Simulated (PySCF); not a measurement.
# UHF on Pd⁺ (palladium, charge +1)

Configuration: [Kr] 4d9, 2D determinant. Calculation: PySCF 2.14, in cc-pVDZ-PP with ECP28MDF; a scalar-relativistic core potential.

```json
{
  "Total energy": "-126.376248 hartree",
  "One-electron energy": "-220.2473 hartree",
  "Hartree (Coulomb) energy": "105.6943 hartree",
  "Exchange energy": "-11.8232 hartree",
  "⟨S²⟩": "0.7558",
  "⟨L²⟩": "6.035",
  "Sum of ⟨r⟩": "21.41 bohr",
  "Sum of ⟨r²⟩": "32.50 bohr²",
  "Traceless quadrupole moment −½Σ⟨3z² − r²⟩ along its main axis": "-0.693 e·bohr²",
  "Time after the integrals": "0.16 s of wall time on 1 thread of Neoverse-V1 (shared host)"
}
```

| shell | electrons | mean orbital energy (eV) | spread (eV) | rms radius, mean of both spins (bohr) |
| --- | --- | --- | --- | --- |
| 4s α | 1 | -117.81 | 0 | 1.02 |
| 4s β | 1 | -115.81 | 0 | 1.02 |
| 4p α | 3 | -78.789 | 1.709 | 1.13 |
| 4p β | 3 | -76.316 | 1.134 | 1.13 |
| 4d α | 5 | -21.112 | 2.015 | 1.59 |
| 4d β | 4 | -20.004 | 1.506 | 1.59 |

Energies and moments cover only the electrons outside the core potential.
